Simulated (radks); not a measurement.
Polarisability of the potassium ion K5+, [Ne] 3s2 3p2, at imaginary frequency. Calculated with a radial shooting solver on a logarithmic mesh with Libxc functionals: scalar-relativistic Kohn-Sham, LB94 model potential, spin-polarised, spherical densities, finite nucleus; open shells are filled with parallel spins first; Fermi nuclear charge, rms radius 3.4349 fm. Response by self-consistent Sternheimer equations with the Hartree and adiabatic LDA kernel, the relativistic mass of each level held fixed and spin-orbit coupling left out.

| w (hartree) | alpha1(iw) (bohr^3) |
|---|---|
| 0.00266 | 1.953 |
| 0.0143 | 1.953 |
| 0.0360 | 1.951 |
| 0.0697 | 1.945 |
| 0.118 | 1.929 |
| 0.186 | 1.894 |
| 0.280 | 1.825 |
| 0.413 | 1.699 |
| 0.605 | 1.490 |
| 0.892 | 1.187 |
| 1.35 | 0.8226 |
| 2.12 | 0.4780 |
| 3.59 | 0.2290 |
| 6.94 | 0.08906 |
| 17.5 | 0.02404 |

Static values: alpha1 = 1.953 bohr^3 (0.2894 angstrom^3; uncoupled 3.265). C6 = 3.313, triple-dipole C9 = 4.672 atomic units. One-pole (London) frequency 4 C6 / (3 alpha1^2) = 1.158 hartree, against 3.616 for minus the highest occupied eigenvalue.
